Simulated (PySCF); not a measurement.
C7H7O (SMILES [CH2]Oc1ccccc1), doublet, geometry from GFN2-xTB. Base run: MP2/STO-3G in PySCF.

PySCF was given this input:
```python
from pyscf import gto, scf, mp

mol = gto.M(
    atom='''
C    -2.772247    0.548152    0.347801
O    -1.868187   -0.242355   -0.237076
C    -0.532281   -0.109779   -0.099674
C     0.240224   -1.053016   -0.795637
C     1.613883   -1.013450   -0.727529
C     2.251819   -0.039486    0.030513
C     1.493936    0.893979    0.718477
C     0.114353    0.870179    0.662288
H    -3.788085    0.293370    0.128933
H    -2.511376    1.358359    0.997767
H    -0.272205   -1.802074   -1.379162
H     2.196789   -1.744832   -1.267321
H     3.329081   -0.009940    0.082951
H     1.983664    1.654407    1.309182
H    -0.450498    1.610078    1.206822
''',
    basis='sto-3g',
    charge=0,
    spin=1,
    verbose=3,
)

mf = scf.UHF(mol)
mf.kernel()

pt = mp.MP2(mf, frozen=8)
pt.kernel()
print('E(MP2) = %.10f' % pt.e_tot)
```

Variants of this job, named by their change:

```csv
change,basis functions,E (Eh),MP2 correlation (Eh),SCF-reference HOMO (eV),SCF-reference dipole (D),core-seconds (rough)
base,47,-340.08271,-0.41652,-5.88,0.86,2
basis = 6-31G,86,-344.51647,-0.69877,-7.94,1.32,6
basis = 3-21G,86,…,…,-7.87,…,3
basis = pcseg-0,86,-343.68862,-0.70969,-8.09,1.36,3
basis = def2-SV(P),126,…,…,…,1.00,20
basis = 6-31G*,126,-344.97168,-1.02390,-7.79,0.99,20
basis = pcseg-1,147,-344.92667,-1.07426,-8.01,1.03,30
basis = 6-31G**,147,-345.02771,-1.06645,-7.79,0.98,30
basis = cc-pVDZ,147,-345.04935,-1.07219,-7.87,0.92,30
basis = pc-1,147,…,…,…,1.03,30
basis = def2-SVP,147,-344.76445,-1.06822,-7.98,1.00,30
```

**Question.** Complete the blanks.

**Answer.** 
- basis = 3-21G, E (Eh): -342.73904
- basis = 3-21G, MP2 correlation (Eh): -0.70004
- basis = 3-21G, SCF-reference dipole (D): 1.18
- basis = def2-SV(P), E (Eh): -344.69546
- basis = def2-SV(P), MP2 correlation (Eh): -1.02084
- basis = def2-SV(P), SCF-reference HOMO (eV): -8.00
- basis = pc-1, E (Eh): -344.93122
- basis = pc-1, MP2 correlation (Eh): -1.07394
- basis = pc-1, SCF-reference HOMO (eV): -8.02

Totals compare only among sets that treat the same electrons; sets with core potentials leave the core out.

Open shells are given as the SCF converged; they aren't shown to be the lowest states, and a large step between rows can be another state.
